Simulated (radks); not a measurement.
Task: Radial electron density D(r) = 4 pi r^2 rho(r) of an atom or ion with 16 electrons. Calculated with a radial shooting solver on a logarithmic mesh with Libxc functionals: scalar-relativistic Kohn-Sham, TASK exchange with Perdew-Wang LDA correlation, spin-unpolarised, spherical densities, finite nucleus; meta-GGA in the generalised Kohn-Sham scheme; Fermi nuclear charge, rms radius of each element as measured or else 0.836 A^(1/3) + 0.57 fm.

| r (bohr) | D(r) (e/bohr) |
|---|---|
| 0.00424 | 0.6581 |
| 0.004781 | 0.8199 |
| 0.00539 | 1.019 |
| 0.006078 | 1.263 |
| 0.006853 | 1.561 |
| 0.007726 | 1.923 |
| 0.008711 | 2.360 |
| 0.009822 | 2.883 |
| 0.01107 | 3.507 |
| 0.01249 | 4.241 |
| 0.01408 | 5.099 |
| 0.01587 | 6.088 |
| 0.0179 | 7.214 |
| 0.02034 | 8.562 |
| 0.02293 | 9.953 |
| 0.02586 | 11.44 |
| 0.02916 | 12.99 |
| 0.03287 | 14.55 |
| 0.03706 | 16.05 |
| 0.04179 | 17.40 |
| 0.04712 | 18.51 |
| 0.05312 | 19.28 |
| 0.0599 | 19.63 |
| 0.06753 | 19.52 |
| 0.07614 | 18.94 |
| 0.08585 | 17.95 |
| 0.0968 | 16.69 |
| 0.1091 | 15.36 |
| 0.1231 | 14.20 |
| 0.1387 | 13.46 |
| 0.1564 | 13.32 |
| 0.1764 | 13.86 |
| 0.1989 | 15.01 |
| 0.2242 | 16.52 |
| 0.2528 | 18.04 |
| 0.285 | 19.12 |
| 0.3214 | 19.41 |
| 0.3624 | 18.65 |
| 0.4086 | 16.84 |
| 0.4606 | 14.21 |
| 0.5194 | 11.19 |
| 0.5856 | 8.255 |
| 0.6603 | 5.861 |
| 0.7444 | 4.286 |
| 0.8394 | 3.593 |
| 0.954 | 3.605 |
| 1.076 | 3.954 |
| 1.213 | 4.276 |
| 1.367 | 4.336 |
| 1.542 | 4.042 |
| 1.738 | 3.440 |
| 1.96 | 2.663 |
| 2.21 | 1.869 |
| 2.491 | 1.181 |
| 2.809 | 0.6662 |
| 3.167 | 0.3317 |
| 3.571 | 0.1450 |
| 4.026 | 0.05558 |
| 4.54 | 0.01859 |
| 5.119 | 0.005333 |
| 5.771 | 0.001282 |

What is the nuclear charge?

Result: Z = 17. The innermost maximum, from 1s, lies near gamma/Z bohr with gamma = sqrt(1 - (Z/c)^2) = 0.992, here 0.0584 bohr (found: 0.0618), and its height grows with Z. The density is that of the chlorine ion Cl+ in [Ne] 3s2 3p4; the configuration itself is not fixed sharply by these data, and Z only to about a unit. D(r) has 3 maxima, at r = 0.0618, 0.314, 1.31 bohr, and minima at 0.152, 0.888 bohr, inside which lie 2.18, 10.31 electrons.
